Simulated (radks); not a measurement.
Problem. The mean radii <r> (bohr) of the occupied orbitals of an atom or ion are listed with their occupations. Calculated with a radial shooting solver on a logarithmic mesh with Libxc functionals: scalar-relativistic Kohn-Sham, SCAN, spin-polarised, spherical densities, finite nucleus; meta-GGA in the generalised Kohn-Sham scheme; Fermi nuclear charge, rms radius of each element as measured or else 0.836 A^(1/3) + 0.57 fm.

| orbital | occ. | <r> |
|---|---|---|
| 1s up | 1 | 0.04550 |
| 1s down | 1 | 0.04550 |
| 2s up | 1 | 0.2023 |
| 2s down | 1 | 0.2019 |
| 2p up | 3 | 0.1770 |
| 2p down | 3 | 0.1767 |
| 3s up | 1 | 0.5660 |
| 3s down | 1 | 0.5711 |
| 3p up | 3 | 0.5713 |
| 3p down | 1 | 0.5774 |
| 3d up | 5 | 0.5605 |
| 3d down | 2 | 0.5672 |
| 4p up | 2 | 1.399 |

Name the element and its charge. Open shells, if any, are filled with parallel spins first.

Solution. Z = 33, arsenic, charge +8: As8+ in [Ne] 3s2 3p4 3d7 4p2. The 1s radius gives Z: for a bare nucleus <r> = (2 gamma + 1)/(2Z) with gamma = sqrt(1 - (Z/c)^2), 0.04456 bohr for Z = 33, and screening makes it slightly larger (0.04550 here). The occupations add up to 25, and the charge is Z minus that.
